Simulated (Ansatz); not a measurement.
```yaml
crystal:
  periodic: [false, false, false]
  atoms:
    - {symbol: Si, position_ang: [-1.749216, -0.032585, 0.068496]}
    - {symbol: O, position_ang: [-0.122769, 0.037633, -0.000707]}
    - {symbol: Al, position_ang: [1.474860, 0.512683, -0.068778]}
    - {symbol: S, position_ang: [3.066885, -0.947539, -0.108119]}
    - {symbol: Cl, position_ang: [1.979671, 2.531337, -0.117370]}
    - {symbol: H, position_ang: [-2.344868, 0.812917, -0.998549]}
    - {symbol: H, position_ang: [-2.188356, -1.438913, -0.123777]}
    - {symbol: H, position_ang: [-2.220858, 0.447499, 1.393365]}
    - {symbol: H, position_ang: [2.193151, -1.969334, -0.061661]}
basis:
  gaussian: {orbitals: aug-pcseg-2, final_grid: {core_spheres: 1, valence_spheres: 1, degree: 5}}
hamiltonian: {xc: {name: wB97M-V}}
accuracy: high
output: {forces: true}
```

```sh
$ ansatz run in.yaml --threads 4 --pin off --events-out ev --progress --plain --max-ram 10444MiB
```

It prints (some lines left out):

```
Functional definition: wB97M-V
5323 factors; integrals over basis functions are off by at most 3.8e-9 eV
1009 factors; integrals over basis functions are off by at most 2.3e-9 eV
mean field evaluation 1: about -39944.8228 eV, gradient 5.6e1 eV
mean field evaluation 2: about -39942.3351 eV, gradient 7.0e1 eV
mean field evaluation 4: about -39950.2810 eV, gradient 2.0e0 eV
mean field evaluation 8: about -39936.0329 eV, gradient 2.0e1 eV
mean field evaluation 16: about -39936.7901 eV, gradient 1.1e-3 eV
mean field -39936.79012029 eV, -1467.6499667920 hartree, gradient 4.9e-8 eV, S^2 0.000000; 0 other end points of the search recorded, 0 dependent functions left out
reference -39936.79013459 eV, -1467.6499673175 hartree; 36, 36 occupied and 302, 302 virtual orbitals, 5323 factors
Total energy: -39936.79013459 eV, -1467.6499673175 hartree
Atom 0 at    -1.749216    -0.032585     0.068496 Å, force     6.288042    -1.526286    -0.265286 eV/Å
Atom 1 at    -0.122769     0.037633    -0.000707 Å, force    -2.572236     5.222488     0.203594 eV/Å
Atom 2 at     1.474860     0.512683    -0.068778 Å, force    -5.324705    -4.618665     0.241798 eV/Å
Atom 3 at     3.066885    -0.947539    -0.108119 Å, force     1.423425     2.450014    -0.082362 eV/Å
Atom 4 at     1.979671     2.531337    -0.117370 Å, force    -0.072397     0.059055    -0.011241 eV/Å
Atom 5 at    -2.344868     0.812917    -0.998549 Å, force     0.591500    -0.691467     0.920235 eV/Å
Atom 6 at    -2.188356    -1.438913    -0.123777 Å, force     0.674721     1.353220     0.166231 eV/Å
Atom 7 at    -2.220858     0.447499     1.393365 Å, force     0.580316    -0.398282    -1.236748 eV/Å
Atom 8 at     2.193151    -1.969334    -0.061661 Å, force    -1.588665    -1.850077     0.063780 eV/Å
Dipole moment:    -0.336699    -0.245829     0.022717 e Å
```

In this input the integration grid is far too coarse. The run converged. The result belongs to that input, not to the molecule as meant.
